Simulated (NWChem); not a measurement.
System: MgH$_{4}$O$_{2}$Cl$_{2}$; SMILES [Cl][Mg](<-[OH2])([Cl])<-[OH2]

```xyz
9

Mg    -0.0316     0.2340     0.0060
Cl     1.4953     1.8731     0.3129
Cl    -0.5774    -1.9301     0.3615
O     -0.1675     0.2931    -2.0554
H     -0.2441    -0.5556    -2.5105
H      0.5027     0.8191    -2.5112
O     -1.6764     1.1494     0.8601
H     -2.2591     0.5874     1.3873
H     -1.5022     1.9563     1.3621
```
Atoms are numbered in this order, from 1.

Level: PBE0/def2-SVP (NWChem), optimised geometry, unscaled harmonic frequencies. 

### Question
List the harmonic frequencies with IR intensities, and the thermochemistry.

### Answer
| frequency (cm⁻¹) | IR intensity (km/mol) |
|---|---|
| 20 | 0.0 |
| 24 | 19.4 |
| 60 | 24.1 |
| 106 | 56.7 |
| 114 | 0.2 |
| 252 | 0.0 |
| 292 | 70.2 |
| 309 | 1.1 |
| 338 | 30.2 |
| 371 | 102.7 |
| 402 | 524.7 |
| 459 | 10.5 |
| 478 | 5.9 |
| 525 | 0.0 |
| 618 | 208.9 |
| 1586 | 240.5 |
| 1590 | 1.9 |
| 3833 | 148.3 |
| 3835 | 1.9 |
| 3936 | 25.4 |
| 3937 | 310.5 |

```
Quantity                                                                             Value
-----------------------------------------------------------------------  -----------------
zero-point energy                                                            33.0 kcal/mol
thermal correction to the enthalpy at 298.15 K (with zero-point energy)      39.9 kcal/mol
heat capacity Cv                                                          30.4 cal/(mol K)
entropy at 298.15 K and 1 atm (symmetry number 1)                        103.5 cal/(mol K)
dipole moment                                                                       4.64 D
```

Rigid rotor and harmonic oscillator; modes under 100 cm⁻¹ make the entropy uncertain.
